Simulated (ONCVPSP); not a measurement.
## Configuration tests for caesium (Cs) (ONCV)

ONCVPSP 4.0.1 input, shortened (lines: element, Z, core and valence counts, functional; n l f; lmax; l rc ep ncon nbas qcut; lloc lpopt rc5 dvloc0; l nproj debl; icmod fcfact rcfact), PBE, scalar-relativistic:

```
  Cs 55.00    9    3        4      upf
    1    0    2.00
    2    0    2.00
    2    1    6.00
    3    0    2.00
    3    1    6.00
    3    2   10.00
    4    0    2.00
    4    1    6.00
    4    2   10.00
    5    0    2.00
    5    1    6.00
    6    0    1.00
    2
    0    2.80    0.00    4    9    4.20
    1    1.90    0.00    3    7    4.50
    2    2.65    0.26    4    9    3.10
    4    5    1.60    3.00
    0    2    2.00
    1    3    1.40
    2    1    0.30
    3    1.75    1.25
```

In the d channel the program set the typed energies aside and used 0.050 Ha.

Energies are relative to the spin-unpolarised reference configuration 5s2 5p6 6s1; without spin polarisation the order of configurations can differ from experiment.

**Question.** Give the all-electron excitation energy and the error of the potential for: 5s2 5p6 6s0; 5s2 5p6 6s0.5; 5s2 5p6 6s0 6p1; 5s2 5p5 6s1.

**Answer.**

```
valence configuration  charge  ΔE all-electron (eV)  error AE − PS (meV)
          5s2 5p6 6s0      +1                 3.863                 -0.4
        5s2 5p6 6s0.5    +0.5                 1.471                 -0.1
      5s2 5p6 6s0 6p1       0                 1.371                 -0.1
          5s2 5p5 6s1      +1                17.865                 -6.3
```

Levels in the configuration 5s2 5p5 6s1:

| level | all-electron (eV) | pseudo (eV) |
| --- | --- | --- |
| 5s | -36.200 | -36.238 |
| 5p | -22.449 | -22.449 |
| 6s | -7.349 | -7.348 |
